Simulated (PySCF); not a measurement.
C4H11NSi, SMILES C/C(=C/[SiH3])CN.

Geometry optimised at B3LYP-D3(BJ)/def2-SVP. The structure was generated by enumeration; whether it is a known compound was not checked. The values are those of a single conformer.

Two levels are set side by side: PBE/def2-TZVP (PySCF) and HF/def2-TZVP (PySCF). Same geometry, gas phase. Differences are taken from unrounded values.

| quantity | HF |
|---|---|
| orbital gap (eV) | 12.60 |
| highest occupied level (eV) | -9.40 |
| lowest empty level (eV) | 3.20 |
| dipole moment (D) | 3.54 |
| mean polarisability (bohr³) | 81.4 |

What does PBE give, and how far is it from HF? (The exact figures need the calculation; the answer reports its results.)


```tsv
quantity	PBE	PBE minus HF
orbital gap (eV)	4.56	-8.04
highest occupied level (eV)	-5.73	3.67
lowest empty level (eV)	-1.17	-4.36
dipole moment (D)	3.52	-0.02
mean polarisability (bohr³)	90.0	8.6
```

Without exact exchange PBE keeps part of each electron's self-repulsion, which lifts occupied levels and narrows the gap. PBE's more diffuse valence density responds more strongly to a field. Differences between two approximate levels are no errors against the true value.

Rough cost on one machine, each run with all the roots and properties that it gave: HF against PBE about 1/3.
